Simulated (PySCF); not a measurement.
SSi, triplet, geometry from GFN2-xTB of the parent state (the spin is typed, not shown lowest); B3LYP/STO-3G (PySCF).

The PySCF input:
```python
from pyscf import gto, scf, dft

mol = gto.Mole()
mol.atom = '''
    Si   -0.00000000   -0.00000000   -1.11647694
    S     0.00000000    0.00000000    0.97691732
'''
mol.basis = 'sto-3g'
mol.spin = 2
mol.verbose = 4
mol.build()

mf = dft.ROKS(mol)
mf.xc = 'b3lyp'
mf.kernel()
```

What the program printed (banner, timings and long lists left out):

```
PySCF version 2.14.0

[INPUT] verbose = 4
[INPUT] num. atoms = 2
[INPUT] num. electrons = 30
[INPUT] charge = 0
[INPUT] spin (= nelec alpha-beta = 2S) = 2
[INPUT] symmetry False subgroup None
[INPUT] Mole.unit = angstrom
[INPUT] Symbol           X                Y                Z      unit          X                Y                Z       unit  Magmom
[INPUT]  1 Si     0.000000000000   0.000000000000  -1.116476940000 AA    0.000000000000   0.000000000000  -2.109835640992 Bohr   0.0
[INPUT]  2 S      0.000000000000   0.000000000000   0.976917320000 AA    0.000000000000   0.000000000000   1.846106181144 Bohr   0.0

nuclear repulsion = 56.6236840861883
number of shells = 10
number of NR pGTOs = 54
number of NR cGTOs = 18
basis = sto-3g
ecp = {}

******** <class 'pyscf.dft.roks.ROKS'> ********
method = ROKS
initial guess = minao
damping factor = 0
level_shift factor = 0
DIIS = <class 'pyscf.scf.diis.CDIIS'>
diis_start_cycle = 1
diis_space = 8
diis_damp = 0
SCF conv_tol = 1e-09
SCF conv_tol_grad = None
SCF max_cycles = 50
direct_scf = True
direct_scf_tol = 1e-13
num. doubly occ = 14  num. singly occ = 2
XC library pyscf.dft.libxc version 7.1.2
    S. Lehtola, C. Steigemann, M. J. T. Oliveira, and M. A. L. Marques,  SoftwareX 7, 1–5 (2018)
XC functionals = b3lyp
    P. J. Stephens, F. J. Devlin, C. F. Chabalowski, and M. J. Frisch,  J. Phys. Chem. 98, 11623 (1994)
radial grids:
    Treutler-Ahlrichs [JCP 102, 346 (1995); DOI:10.1063/1.469408] (M4) radial grids

becke partition: Becke, JCP 88, 2547 (1988); DOI:10.1063/1.454033
pruning grids: <function nwchem_prune>
grids dens level: 3
symmetrized grids: False
atomic radii adjust function: <function treutler_atomic_radii_adjust>
small_rho_cutoff = 0
Set gradient conv threshold to 3.16228e-05
tot grids = 38064
init E= -679.418456321565

WARN: HOMO -0.0316308011446739 >= LUMO -0.031630801144673

cycle= 1 E= -679.640127946973  delta_E= -0.222  |g|= 0.327  |ddm|= 1.78
  HOMO = 0.0929702391364962  LUMO = 0.109620387255273  gap/eV = 0.45307
cycle= 2 E= -678.678138557217  delta_E= 0.962  |g|= 1.29  |ddm|= 2.55
  HOMO = 0.052628658107371  LUMO = 0.0734695273287546  gap/eV = 0.56711
cycle= 3 E= -679.693439546489  delta_E= -1.02  |g|= 0.381  |ddm|= 1.47
  HOMO = 0.0554287358478823  LUMO = 0.0781417661889606  gap/eV = 0.61805
cycle= 4 E= -679.73849281451  delta_E= -0.0451  |g|= 0.234  |ddm|= 0.215
  HOMO = 0.0721541756609529  LUMO = 0.0936904758538995  gap/eV = 0.58603
cycle= 5 E= -679.767396215907  delta_E= -0.0289  |g|= 0.0185  |ddm|= 0.33
  HOMO = 0.0735801807577182  LUMO = 0.0941222155784215  gap/eV = 0.55898
cycle= 6 E= -679.76759569332  delta_E= -0.000199  |g|= 0.00436  |ddm|= 0.0406
  HOMO = 0.0731991293032462  LUMO = 0.093747476015194  gap/eV = 0.55915
cycle= 7 E= -679.767606911318  delta_E= -1.12e-05  |g|= 0.000167  |ddm|= 0.00729
  HOMO = 0.0731825377297151  LUMO = 0.0937327543246951  gap/eV = 0.55920
cycle= 8 E= -679.767606923399  delta_E= -1.21e-08  |g|= 7.25e-05  |ddm|= 0.00016
  HOMO = 0.0731749743921086  LUMO = 0.0937258734447836  gap/eV = 0.55922
cycle= 9 E= -679.767606926381  delta_E= -2.98e-09  |g|= 3.73e-06  |ddm|= 0.000114
  HOMO = 0.0731745574388504  LUMO = 0.0937254590379322  gap/eV = 0.55922
cycle= 10 E= -679.767606926389  delta_E= -8.19e-12  |g|= 2.74e-07  |ddm|= 6.69e-06
  HOMO = 0.0731744842770595  LUMO = 0.0937253908060413  gap/eV = 0.55922
Extra cycle  E= -679.767606926389  delta_E= 1.14e-13  |g|= 3.73e-07  |ddm|= 2.76e-06
converged SCF energy = -679.767606926389
```
